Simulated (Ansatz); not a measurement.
KBi₂ (the lowest doublet isomer of a short search). Total charge 0; doublet. Geometry r2SCAN-D4/def2-TZVP, basis def2-TZVP, Ansatz.

| atom | x (Å) | y (Å) | z (Å) |
| --- | --- | --- | --- |
| K1 | 0.5584 | -1.8855 | -0.8403 |
| Bi2 | -1.2026 | 0.3062 | 1.2162 |
| Bi3 | 0.6442 | 1.5793 | -0.3759 |

```tsv
run	HOMO (eV)	LUMO (eV)
A	-3.18	-2.47
B	-3.47	-2.18
C	-3.43	-2.36
D	-2.99	-2.58
E	-3.79	-2.00
F	-3.58	-2.14
```

In the def2 sets Bi takes a core potential; there is no spin–orbit coupling. B3LYP takes the VWN-RPA correlation. HSE06 is defined as in plane-wave codes, on full-range PBE exchange. The structure comes from a short search, and lower isomers may exist.

HOMO and LUMO are taken over both spins.

**Question.** The runs used B3LYP, HSE06, PBE, PBE0, r2SCAN, r2SCANh. Estimate which is which.

**Answer.** A r2SCAN (0 % exact exchange); B r2SCANh (10 % exact exchange); C HSE06 (range-separated); D PBE (0 % exact exchange); E PBE0 (25 % exact exchange); F B3LYP (20 % exact exchange). Exact exchange lowers occupied and raises empty levels; among semilocal functionals meta-GGAs tend to open the gap a little, and such runs are hard to tell apart. The gap grows from 0.41 eV (PBE) to 1.80 eV (PBE0). At r2SCAN-D4/def2-TZVP, r2SCANh-D4/def2-TZVP the charge 0 doublet is spin-contaminated (final ⟨S²⟩ up to 0.96, 0.75 for a pure state).
